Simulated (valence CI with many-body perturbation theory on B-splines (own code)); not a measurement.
Pm XXXI: electric-dipole lines

Level of theory: relativistic CI+MBPT: three valence electrons over a frozen Dirac-Fock core [Ar] 3d10, a basis of 11 s, 11 p, 10 d, 8 f, 5 g, 2 h functions for each j, with the one-electron correlation potential Σ1, the two-electron term Σ2, the three-electron term Σ3, Breit, model QED; selected CI, second order for the rest, scaled by the run's own slope (own B-spline code, finite nucleus).

No measured spectrum was set against this ion. As an estimate, large intervals hold to a few tenths of a per cent, small ones and those within an open d or f shell to about a per cent.

Lines 1 to 50 of 538 in falling wavelength, among levels below 35.302 Ry, chosen from the strongest by gf and those to the six lowest levels. Wavelengths and rates use the calculated energies. Electric multipoles are in the length gauge with retardation, E1 and E2 with the static RPA response of the core. Weak lines are less certain than strong ones. Lines between different terms over intervals too small for the method are left out, as are lines whose strength nearly cancels. Where a level lies close to another of its J and parity, the split of strength between their lines is uncertain. The highest levels of a list are the least certain.

Levels are named by their leading jj configuration (3d3/2^4 stands for four electrons in 3d with j = 3/2), which in mixed levels can hold well under half, so a name can repeat and another be missing. Letters in brackets count levels of one name in rising energy.

```tsv
λ vac (nm)	Upper	Lower	A (s⁻¹)	log gf	Branch %
40.31	(4s 4p1/2^2) J=1/2	(4s^2 4p3/2) J=3/2	3.97e+07	-2.71	0.4
21.83	(4s 4p1/2 4p3/2) J=3/2 [a]	(4s^2 4p3/2) J=3/2	8.57e+08	-1.61	69.4
21.51	(4p1/2 4p3/2 4f7/2) J=11/2	(4s 4p3/2 4f7/2) J=9/2 [b]	4.08e+09	-0.47	3.0
21.43	(4p1/2 4d3/2 4d5/2) J=9/2	(4s 4d3/2 4d5/2) J=7/2 [b]	5.41e+09	-0.43	5.8
21.36	(4p1/2 4p3/2 4f5/2) J=9/2	(4s 4p3/2 4f7/2) J=7/2 [b]	6.37e+09	-0.36	2.0
20.23	(4p1/2 4p3/2 4d5/2) J=9/2	(4s 4p3/2 4d5/2) J=7/2 [a]	5.48e+09	-0.47	8.5
19.81	(4s 4p1/2 4p3/2) J=5/2	(4s^2 4p3/2) J=3/2	6.05e+09	-0.67	100.0
19.02	(4s 4p1/2^2) J=1/2	(4s^2 4p1/2) J=1/2	1.03e+10	-0.95	99.6
18.44	(4p1/2^2 4p3/2) J=3/2	(4s 4p1/2 4p3/2) J=3/2 [b]	8.34e+09	-0.77	7.1
18.07	(4p1/2 4d5/2^2) J=7/2	(4s 4d3/2 4d5/2) J=9/2	1.19e+10	-0.33	6.6
17.96	(4p1/2^2 4f5/2) J=5/2	(4s 4p1/2 4f5/2) J=3/2	1.28e+10	-0.43	12.6
17.73	(4p1/2 4p3/2 4f7/2) J=9/2 [a]	(4s 4p3/2 4f7/2) J=9/2 [a]	9.80e+09	-0.34	3.2
17.42	(4p1/2 4d5/2^2) J=9/2	(4s 4d5/2^2) J=9/2	8.89e+09	-0.39	7.2
17.37	(4s 4p1/2 4p3/2) J=3/2 [b]	(4s^2 4p3/2) J=3/2	6.21e+09	-0.95	6.9
17.19	(4p1/2^2 4f7/2) J=7/2	(4s 4p1/2 4f7/2) J=7/2 [b]	1.12e+10	-0.40	8.3
17.17	(4p1/2 4p3/2 4f7/2) J=11/2	(4s 4p3/2 4f7/2) J=11/2	1.23e+10	-0.19	9.2
17.05	(4p1/2 4p3/2 4f7/2) J=7/2 [b]	(4s 4p3/2 4f7/2) J=9/2 [a]	1.27e+10	-0.35	3.5
16.94	(4p1/2^2 4f7/2) J=7/2	(4s 4p1/2 4f7/2) J=9/2	2.50e+10	-0.07	18.3
16.91	(4p1/2 4p3/2 4f7/2) J=9/2 [b]	(4s 4p3/2 4f7/2) J=11/2	1.80e+10	-0.11	6.5
16.90	(4p1/2 4d3/2 4d5/2) J=7/2 [b]	(4s 4d5/2^2) J=9/2	1.63e+10	-0.25	3.7
16.84	(4p1/2 4p3/2 4d5/2) J=7/2 [a]	(4s 4p3/2 4d5/2) J=9/2	2.30e+10	-0.11	28.0
16.71	(4p1/2^2 4d5/2) J=5/2	(4s 4p1/2 4d5/2) J=7/2	2.97e+10	-0.13	23.1
16.61	(4s 4p1/2 4p3/2) J=1/2	(4s^2 4p3/2) J=3/2	1.15e+10	-1.02	5.4
16.45	(4p1/2 4d3/2 4d5/2) J=5/2 [b]	(4s 4d3/2 4d5/2) J=7/2 [a]	1.38e+10	-0.47	3.0
16.31	(4p1/2^2 4p3/2) J=3/2	(4s 4p1/2 4p3/2) J=5/2	3.72e+10	-0.23	31.9
16.29	(4p1/2 4p3/2 4d5/2) J=5/2 [a]	(4s 4p3/2 4d3/2) J=7/2	1.67e+10	-0.40	4.8
16.16	(4p1/2 4p3/2 4d5/2) J=9/2	(4s 4p3/2 4d5/2) J=9/2	1.78e+10	-0.16	27.5
15.15	(4p1/2^2 4p3/2) J=3/2	(4s 4p1/2 4p3/2) J=3/2 [a]	1.09e+10	-0.83	9.3
14.08	(4p3/2^2 4f7/2) J=11/2	(4s 4p3/2 4f7/2) J=9/2 [c]	2.46e+10	-0.06	6.8
13.97	(4p1/2 4p3/2 4f5/2) J=7/2	(4p3/2^2 4d3/2) J=7/2	1.33e+10	-0.51	4.2
13.59	(4s 4p1/2 4p3/2) J=3/2 [a]	(4s^2 4p1/2) J=1/2	3.78e+08	-2.38	30.6
13.49	(4p3/2^2 4d5/2) J=9/2	(4s 4p3/2 4d5/2) J=7/2 [b]	3.42e+10	-0.03	19.3
13.27	(4p3/2 4d5/2^2) J=9/2	(4s 4d5/2^2) J=7/2	2.60e+10	-0.16	6.3
13.21	(4s 4p1/2 4d3/2) J=3/2 [a]	(4s 4p1/2 4p3/2) J=3/2 [b]	5.75e+08	-2.22	0.8
13.14	(4p3/2 4d3/2 4d5/2) J=7/2 [d]	(4s 4d3/2 4d5/2) J=5/2 [c]	1.71e+10	-0.45	3.6
13.14	(4s 4p3/2^2) J=5/2	(4s^2 4p3/2) J=3/2	1.17e+10	-0.74	100.0
13.11	(4p3/2^2 4d5/2) J=5/2 [a]	(4s 4p3/2 4d5/2) J=3/2	2.37e+10	-0.44	10.0
13.10	(4p3/2^2 4d3/2) J=7/2	(4s 4p3/2 4d5/2) J=7/2 [a]	2.53e+10	-0.28	5.7
13.10	(4p3/2^2 4f7/2) J=7/2	(4s 4d5/2^2) J=7/2	1.86e+10	-0.42	5.7
13.05	(4p1/2 4p3/2^2) J=5/2	(4s 4p1/2 4p3/2) J=3/2 [b]	8.31e+09	-0.90	24.8
13.04	(4p3/2 4d3/2 4d5/2) J=7/2 [a]	(4s 4d3/2 4d5/2) J=5/2 [b]	1.60e+10	-0.49	3.9
13.04	(4p3/2^3) J=3/2	(4s 4p3/2^2) J=3/2	3.46e+10	-0.45	18.9
13.03	(4p3/2^2 4f7/2) J=11/2	(4s 4p3/2 4f7/2) J=9/2 [b]	1.24e+10	-0.42	3.4
12.91	(4s 4p3/2 4f5/2) J=5/2 [b]	(4s^2 4f5/2) J=5/2	2.72e+10	-0.39	5.8
12.88	(4p3/2^2 4d5/2) J=5/2 [b]	(4s 4p3/2 4d5/2) J=5/2 [b]	3.83e+10	-0.24	9.4
12.88	(4p3/2 4d5/2^2) J=11/2	(4s 4d5/2^2) J=9/2	2.68e+10	-0.10	15.8
12.86	(4p3/2 4d3/2 4d5/2) J=11/2	(4s 4p3/2 4f7/2) J=11/2	2.81e+10	-0.08	8.8
12.81	(4p1/2 4p3/2^2) J=3/2	(4s 4p1/2 4p3/2) J=3/2 [b]	1.27e+10	-0.90	9.4
12.81	(4p3/2^2 4f5/2) J=9/2	(4s 4d3/2 4d5/2) J=7/2 [b]	2.38e+10	-0.23	6.8
12.75	(4p1/2 4p3/2 4d5/2) J=5/2 [c]	(4s 4p1/2 4d5/2) J=3/2	2.73e+10	-0.40	8.3
```
